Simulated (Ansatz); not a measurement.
`C[N](C)[Ti]([F])([N](C)C)[N](C)C`, relaxed with RKS PBE0-D4/def2-TZVP in Ansatz 0.2.0 from a PBE-D4/def2-SVP geometry. The force threshold is 0.005 eV/Å; the program also tests the step.

The species carries charge 0 and has multiplicity 1.

Start:

```xyz
29

C     2.324   -0.410   -1.228
N     1.652   -0.605    0.035
C     2.301   -1.549    0.921
Ti    0.115    0.244    0.756
F     0.370    0.789    2.456
N    -1.307   -1.004    0.605
C    -1.372   -2.279   -0.068
C    -2.498   -0.659    1.355
N    -0.303    1.686   -0.406
C    -1.335    1.806   -1.408
C     0.486    2.887   -0.209
H     1.782    0.339   -1.837
H     3.376   -0.055   -1.093
H     2.381   -1.358   -1.820
H     3.354   -1.253    1.158
H     1.757   -1.620    1.888
H     2.338   -2.579    0.486
H    -1.556   -3.122    0.645
H    -0.422   -2.480   -0.601
H    -2.200   -2.313   -0.819
H    -2.366    0.313    1.879
H    -3.396   -0.559    0.696
H    -2.744   -1.421    2.135
H    -0.911    2.036   -2.417
H    -2.057    2.628   -1.172
H    -1.904    0.859   -1.487
H    -0.146    3.764    0.076
H     1.228    2.741    0.605
H     1.053    3.173   -1.130
```

```tsv
step	energy (eV)	largest force (eV/Å)	largest move (Å)
1	-36806.3947	0.541	0.000
2	-36806.4994	0.162	0.034
3	-36806.5095	0.034	0.020
4	-36806.5098	0.017	0.011
5	-36806.5100	0.010	0.029
6	-36806.5101	0.009	0.013
7	-36806.5101	0.002	0.015
```

End:

```xyz
29

C     2.339   -0.386   -1.202
N     1.648   -0.582    0.042
C     2.288   -1.545    0.906
Ti    0.110    0.242    0.751
F     0.361    0.790    2.456
N    -1.291   -1.008    0.611
C    -1.362   -2.283   -0.047
C    -2.498   -0.667    1.327
N    -0.319    1.673   -0.394
C    -1.362    1.825   -1.371
C     0.501    2.852   -0.246
H     1.826    0.363   -1.807
H     3.374   -0.051   -1.042
H     2.388   -1.318   -1.785
H     3.318   -1.249    1.152
H     1.744   -1.647    1.851
H     2.328   -2.541    0.440
H    -1.565   -3.096    0.666
H    -0.421   -2.500   -0.555
H    -2.166   -2.303   -0.798
H    -2.394    0.299    1.832
H    -3.361   -0.593    0.649
H    -2.739   -1.414    2.096
H    -0.949    2.026   -2.370
H    -2.029    2.664   -1.123
H    -1.961    0.916   -1.430
H    -0.095    3.727    0.052
H     1.267    2.702    0.523
H     1.019    3.104   -1.183
```

Hardware: 11 threads of an AMD EPYC 7R13 on a shared host and a whole NVIDIA H100 80 GB. Wall time 16 s, peak host memory 1.3 GiB.
